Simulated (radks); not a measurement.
Values are calculated unless marked as measured or tabulated.
Problem. The mean radii <r> (bohr) of the occupied orbitals of an atom or ion are listed with their occupations. Level of theory: Dirac Kohn-Sham, LDA (Slater exchange, Perdew-Wang correlation), spin-unpolarised, spherical densities, point nucleus (a radial shooting solver on a logarithmic mesh with Libxc functionals).

| orbital | occ. | <r> |
|---|---|---|
| 1s1/2 | 2 | 0.09715 |
| 2s1/2 | 2 | 0.4807 |
| 2p1/2 | 2 | 0.4416 |
| 2p3/2 | 4 | 0.4439 |
| 3s1/2 | 2 | 1.636 |
| 3p1/2 | 1 | 1.889 |
| 3p3/2 | 2 | 1.896 |

Name the element and its charge. Open shells, if any, are shared by 2j + 1.

Solution. Z = 16, sulfur, charge +1: S+ in [Ne] 3s2 3p3. The 1s radius gives Z: for a bare nucleus <r> = (2 gamma + 1)/(2Z) with gamma = sqrt(1 - (Z/c)^2), 0.09332 bohr for Z = 16, and screening makes it slightly larger (0.09715 here). The occupations add up to 15, and the charge is Z minus that.
